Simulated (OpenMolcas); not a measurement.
# Sb-: the spin-orbit constant, worked from levels

```json
{"Program": "OpenMolcas 26.06", "Basis": "ANO-RCC-VTZP [7s6p4d2f1g]", "Scalar Hamiltonian": "DKH2, point nucleus", "Active space": "4 electrons in 3 orbitals (5p)", "State averaging": "2S+1 = 3 even, 3 roots; 2S+1 = 1 even, 6 roots", "Spin-orbit coupling": "RASSI with atomic mean-field integrals over the reference wave functions, term energies averaged over their components"}
```

Methods: CASSCF; SS-CASPT2, IPEA 0.25 Eh, imaginary shift 0.1 Eh (closed shells correlated: 4d 5s).

**The spin-orbit constant.** For the Hund term 3P of p4, E(J) = (A/2) J(J+1) + constant and ζ = -2S·A = -2A. From J = 0 to J = 2 the energy changes by 3 A.

```
   Source  E(2) - E(0)        A     ζ
   CASSCF      -3089.8  -1029.9  2060
SS-CASPT2      -3003.4  -1001.1  2002
```

All in cm-1. Both methods take the spin-orbit matrix elements from the reference wave functions, so the second can move ζ only through the term energies and any multistate remixing. Second-order mixing with other terms is absorbed into this ζ.

With the s shell closed, the reference lacks s² → p² mixing. No diffuse functions were added, so excited terms of the anion can stand markedly too high. Only configurations of the active space appear.
